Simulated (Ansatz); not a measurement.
Ansatz (an electronic-structure program) input (r2SCANh/def2-TZVPD):

Ansatz 0.2 input:
```yaml
crystal:
  periodic: [false, false, false]
  atoms:
    - {symbol: C, position_ang: [2.13690885, 0.30438858, -0.07944703]}
    - {symbol: C, position_ang: [0.91466191, -0.49304257, -0.35963163]}
    - {symbol: B, position_ang: [-0.53144673, -0.12377944, 0.00260750]}
    - {symbol: C, position_ang: [-0.84411907, 1.22119928, 0.76756706]}
    - {symbol: C, position_ang: [-1.71350953, -1.08028507, -0.40556443]}
    - {symbol: H, position_ang: [1.92339251, 1.24388038, 0.42941856]}
    - {symbol: H, position_ang: [2.84540486, -0.26513249, 0.53629524]}
    - {symbol: H, position_ang: [2.67873813, 0.53186664, -1.00636006]}
    - {symbol: H, position_ang: [1.10596740, -1.43027797, -0.88173322]}
    - {symbol: H, position_ang: [-0.72537496, 2.06507769, 0.07455224]}
    - {symbol: H, position_ang: [-1.86195834, 1.27422624, 1.15850879]}
    - {symbol: H, position_ang: [-0.15026261, 1.41926685, 1.58990979]}
    - {symbol: H, position_ang: [-2.19386680, -1.47337083, 0.49986553]}
    - {symbol: H, position_ang: [-2.50404670, -0.52824157, -0.92655937]}
    - {symbol: H, position_ang: [-1.42441273, -1.93195924, -1.02447863]}
basis:
  gaussian:
    orbitals: def2-TZVPD
hamiltonian:
  xc: {name: r2SCANh}
magnetization: {spin_polarized: true, initial_magnetization: 1}
output: {forces: true}
```

End of the output:

```
integrals: 0.19 GiB planned
1371 factors; their error is unknown
0.47 GiB of the device are held for the grids
1.49 GiB of device memory are held for the factors and their scratch space
mean field: 2.07 GiB planned
mean field evaluation 1: about -4970.2587 eV, gradient 5.7e1 eV
mean field evaluation 2: about -4964.7505 eV, gradient 6.2e1 eV
mean field evaluation 4: about -4985.2423 eV, gradient 2.6e0 eV
mean field evaluation 8: about -4985.2872 eV, gradient 6.3e-2 eV
mean field evaluation 16: about -4985.2404 eV, gradient 2.6e-4 eV
mean field -4985.24041006 eV, -183.2042059525 hartree, gradient 5.8e-5 eV, S^2 0.755789; 0 other end points of the search recorded, 0 dependent functions left out
the calculation of the forces begins
reference -4985.24042809 eV, -183.2042066150 hartree; 20, 19 occupied and 255, 256 virtual orbitals, 1371 factors
Total energy: -4985.24042809 eV, -183.2042066150 hartree
Atom 0 at     2.136909     0.304389    -0.079447 Å, force    -0.018747    -0.035576    -0.014338 eV/Å
Atom 1 at     0.914662    -0.493043    -0.359632 Å, force     0.106805     0.033575     0.004678 eV/Å
Atom 2 at    -0.531447    -0.123779     0.002608 Å, force    -0.110068     0.040213     0.027769 eV/Å
Atom 3 at    -0.844119     1.221199     0.767567 Å, force    -0.002473    -0.050024    -0.006627 eV/Å
Atom 4 at    -1.713510    -1.080285    -0.405564 Å, force     0.038656     0.012074    -0.006527 eV/Å
Atom 5 at     1.923393     1.243880     0.429419 Å, force    -0.003716    -0.013924    -0.009735 eV/Å
Atom 6 at     2.845405    -0.265132     0.536295 Å, force    -0.031803     0.024611    -0.028403 eV/Å
Atom 7 at     2.678738     0.531867    -1.006360 Å, force    -0.024170    -0.011624     0.040548 eV/Å
Atom 8 at     1.105967    -1.430278    -0.881733 Å, force     0.005336    -0.010281    -0.005102 eV/Å
Atom 9 at    -0.725375     2.065078     0.074552 Å, force     0.007162    -0.028387     0.021037 eV/Å
Atom 10 at    -1.861958     1.274226     1.158509 Å, force     0.021946     0.002583    -0.016691 eV/Å
Atom 11 at    -0.150263     1.419267     1.589910 Å, force    -0.009880     0.001397    -0.029622 eV/Å
Atom 12 at    -2.193867    -1.473371     0.499866 Å, force     0.011652     0.025581    -0.029234 eV/Å
Atom 13 at    -2.504047    -0.528242    -0.926559 Å, force     0.019472    -0.012623     0.031897 eV/Å
Atom 14 at    -1.424413    -1.931959    -1.024479 Å, force    -0.010171     0.022404     0.020351 eV/Å
Dipole moment:     0.187893     0.011245    -0.021419 e Å
```

It need not be the lowest isomer of its formula.
